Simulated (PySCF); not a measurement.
## Static response to an electric field

C6H6F2O.
Geometry (PBE0-D3(BJ)/def2-SVP, Å), atoms numbered from 1 in this order:
```xyz
15
C6H6F2O angstrom
F      2.7312    0.5109    1.2621
C      2.3078    0.1103    0.0432
F      2.8026   -1.1207   -0.1892
C      0.8091    0.0913   -0.0009
C      0.0624   -1.0094   -0.1075
C     -1.4355   -0.9599   -0.1314
C     -1.8904    0.4652   -0.0090
C     -1.0358    1.4848    0.0885
O      0.3209    1.3580    0.0879
H      2.7213    0.8114   -0.7040
H      0.5819   -1.9662   -0.1764
H     -1.8244   -1.4195   -1.0607
H     -1.8546   -1.5783    0.6856
H     -2.9585    0.6924    0.0035
H     -1.3338    2.5300    0.1794
```

Level: wB97X-D/def2-SVPD (PySCF), static field, nuclei fixed, core orbitals frozen in the response. The polarisability tensor in these axes (au):

```
x   84.77  6.21  1.81
y    6.21 78.72  2.77
z    1.81  2.77 53.72
```

Q: What are the eigenvalues, a third of the trace, and Δα (Δα² = ½Σ(αi − αj)² over the three pairs)?

A: Principal values 53.37, 74.93 and 88.91 au; mean 72.40 au = 10.73 Å³ = 11.94 × 10⁻⁴⁰ C²·m²/J; Δα = 31.00 au (43 % of the mean).

Q: What is the dipole moment, and where does it point?

A: (-2.27, 0.04, -1.24) D, 2.58 D in size, pointing from the negative to the positive side. Measured along this direction, the outermost atoms are F1 at the negative end and H14 at the positive end.

Q: How large is μ²/3kT at 350 K beside α?

A: In Gaussian units μ²/3kT = 46.03 Å³ against 10.73 Å³, a ratio of 4.29; the Debye molar polarisation (4π/3)N_A(α + μ²/3kT) is 143.2 cm³/mol, leaving out the vibrational part.

Q: What are the principal values of the traceless quadrupole moment, Θ = ½Σq(3rr − r²1), about the centre of nuclear charge?

A: -6.28, 0.37, 5.91 D·Å. The values depend on the origin, since the dipole doesn't vanish. The electronic extent ⟨r²⟩ about the same centre is 1190 bohr², a root-mean-square distance of 2.21 Å for the 68 electrons.

Q: Refractivity n − 1 of an ideal gas of it at 500 K and 1 atm, from the electronic α?

A: N = p/kT = 1.4678 × 10¹⁹ cm⁻³, so n − 1 = 2π × N × 10.73 × 10⁻²⁴ cm³ = 989 × 10⁻⁶ at long wavelengths.

Q: Molar refractivity from α?

A: Lorentz–Lorenz: R = (4π/3)N_A α = 2.5225 cm³/(mol·Å³) × 10.73 Å³ = 27.1 cm³/mol, in the limit of long wavelengths.

Isolated species at its PBE0-D3(BJ)/def2-SVP geometry (one conformer only).

These values come from a run that also computed excited states. Cost: about 2.3 min of CPU time on one thread; the machine was shared, so the figure is rough.
